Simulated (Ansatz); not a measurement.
One change: `CO[SiH](C)S` becomes `C[SiH](S)[GaH2]`.

Ansatz, PBE0-D4/def2-TZVP geometries, multiplicity 1. Each molecule was computed in one conformer, which needn't be the lowest. `C[SiH](S)[GaH2]` holds a close contact that its SMILES doesn't draw: Ga···S 2.78 Å.

Scalar relativity is left out up to krypton.

```json
{"property": "HOMO–LUMO gap (PBE/def2-TZVPP) / eV", "`CO[SiH](C)S`": "5.71"}
{"property": "HOMO energy (PBE0/def2-TZVPP) / eV", "`CO[SiH](C)S`": "-7.46"}
{"property": "LUMO energy (ωB97M-V/def2-TZVPP) / eV", "`CO[SiH](C)S`": "2.15"}
{"property": "HOMO energy (ωB97M-V/def2-TZVPP) / eV", "`CO[SiH](C)S`": "-9.69"}
{"property": "HOMO–LUMO gap (ωB97M-V/def2-TZVPP) / eV", "`CO[SiH](C)S`": "11.84"}
{"property": "HOMO–LUMO gap (B3LYP/def2-TZVPP) / eV", "`CO[SiH](C)S`": "7.32"}
```

Q: What does the change do to each property? (Estimate.)

A: Ansatz gave: 
| property | `C[SiH](S)[GaH2]` | shift |
| --- | --- | --- |
| HOMO–LUMO gap (PBE/def2-TZVPP) / eV | 4.05 | -1.66 |
| HOMO energy (PBE0/def2-TZVPP) / eV | -6.71 | 0.75 |
| LUMO energy (ωB97M-V/def2-TZVPP) / eV | 0.77 | -1.38 |
| HOMO energy (ωB97M-V/def2-TZVPP) / eV | -8.68 | 1.01 |
| HOMO–LUMO gap (ωB97M-V/def2-TZVPP) / eV | 9.45 | -2.39 |
| HOMO–LUMO gap (B3LYP/def2-TZVPP) / eV | 5.41 | -1.91 |

With PBE0 the HOMO rises by 0.75 eV and the LUMO falls by 1.30 eV, so the gap narrows by about 2.05 eV. PBE moves the HOMO by 0.51 eV and ωB97M-V by 1.01 eV.

Positive LUMOs are unbound, so they and the gaps depend on the basis.

B3LYP here is the variant with VWN-RPA as its local correlation; programs differ in this.
